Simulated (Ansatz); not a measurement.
Q: Predict a relaxed structure of [Dy(NH3)6]3+ (DyN6H18³⁺), charge 3, sextet, at r2SCAN-D4/def2-SVP (Ansatz).

A: 
```xyz
25

Dy   -0.0017   -0.0007   -0.0007
N    -1.3567   -1.8960   -0.8564
H    -2.1293   -1.6322   -1.4867
H    -1.8297   -2.4660   -0.1389
H    -0.8414   -2.6000   -1.4064
N     1.3917    1.8684    0.8498
H     2.1033    1.6023    1.5471
H     0.8802    2.6297    1.3213
H     1.9440    2.3699    0.1378
N    -1.9151    1.5689   -0.3376
H    -1.9356    2.0545   -1.2469
H    -1.9790    2.3467    0.3360
H    -2.8540    1.1458   -0.2849
N     1.9437   -1.5225    0.3704
H     2.8693   -1.1245    0.1514
H     1.9379   -2.3979   -0.1741
H     2.0642   -1.8587    1.3377
N     0.7588    0.4403   -2.3226
H     0.1636    0.0425   -3.0650
H     1.6935    0.0719   -2.5558
H     0.8291    1.4334   -2.5918
N    -0.8226   -0.4591    2.2969
H    -0.3262    0.0358    3.0534
H    -0.7797   -1.4442    2.5994
H    -1.8085   -0.2084    2.4666
```
The metal has 6 neighbours: N 2.48 Å, N 2.48 Å, N 2.50 Å, N 2.50 Å, N 2.48 Å, N 2.48 Å. This is one stationary point.

In the def2 sets Dy takes a core potential; there is no spin–orbit coupling. With an open 4f shell the SCF may have ended on a state above the lowest.
